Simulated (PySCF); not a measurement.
Si(I)3(OH) (HI3OSi), SMILES O[Si](I)(I)I. Atoms are numbered in the order given.

```xyz
6

O      0.1377    -2.2706     0.0000
Si     0.0278    -0.6094     0.0000
I     -1.1755     0.1827    -2.0039
I      2.3364     0.1900     0.0000
I     -1.1755     0.1827     2.0039
H     -0.7211    -2.7357     0.0000
```

Geometry: PBE-D3(BJ)/def2-SVP. The def2 effective core potentials stand for the cores of I; spin–orbit coupling is left out. The values are those of a single conformer.

Level of theory: PBE/def2-TZVP (PySCF).

ESP charges are fitted to the potential on shells at 1.4 to 2.0 van der Waals radii. Atomic charges (e):

| atom | ESP fit | Mulliken |
|---|---|---|
| O1 | -0.34 | -0.42 |
| Si2 | -0.26 | 0.38 |
| I3 | 0.04 | -0.10 |
| I4 | 0.11 | -0.07 |
| I5 | 0.04 | -0.10 |
| H6 | 0.41 | 0.32 |

Computed Mayer and Wiberg (Löwdin basis) orders of the bonds:
| bond | Mayer | Wiberg |
|---|---|---|
| O1–Si2 | 1.30 | 1.72 |
| Si2–I3 | 1.13 | 1.63 |
| Si2–I4 | 1.17 | 1.68 |
| Si2–I5 | 1.13 | 1.63 |
| O1–H6 | 0.86 | 0.99 |
